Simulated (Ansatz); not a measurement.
Stepwise reaction of `[SiH3][O][Sn][O][SiH3]` with water, as a gas-phase model of exchange steps in deposition or etching. ΔE in kJ/mol; ΔG adds harmonic PBE0-D4 terms to CCSD(T)/CBS, at 1 bar.

Calculated with Ansatz (gas phase, PBE0-D4/def2-TZVP geometries, no zero-point term in ΔE). CCSD(T)/CBS is the MP2 limit (def2-TZVPP, def2-QZVPP) plus CCSD(T) − MP2 in def2-TZVPP, frozen cores. This one scheme is used for every species. Functionals use def2-TZVPP. B3LYP here is the variant with VWN-RPA as its local correlation; programs differ in this. def2 core potentials past Kr. For Sn outer-core shells are correlated without core-valence functions, which leaves a few kJ/mol of doubt a bond. Each species was taken in one conformer, which may not be the lowest.

| step | reaction | PBE-D4 | B3LYP-D4 | ωB97M-V | CCSD(T)/CBS | ΔG(600 K) |
| --- | --- | --- | --- | --- | --- | --- |
| 1 | `[SiH3][O][Sn][O][SiH3]` + H₂O → `[OH][Sn][O][SiH3]` + `O[SiH3]` | 15.0 | 22.0 | 17.6 | 23.3 | 16.2 |
| 2 | `[OH][Sn][O][SiH3]` + H₂O → `[OH][Sn][OH]` + `O[SiH3]` | 18.4 | 23.3 | 20.3 | 24.6 | 21.2 |

(1) By hand: ΔE of the 2 steps together at CCSD(T)/CBS.

Results:

(1) (23.3) + (24.6) = 47.9 kJ/mol, or 24.0 kJ/mol a step.

In ΔE the steps differ by no more than 1.3 kJ/mol. All are uphill at CCSD(T)/CBS. ΔG lies between 16.2 and 21.2 kJ/mol a step. PBE-D4 differs from CCSD(T)/CBS by -8.3 to -6.2 kJ/mol a step. Isolated molecules leave out the surface, adducts and barriers. Largest T1 diagnostic: 0.018.
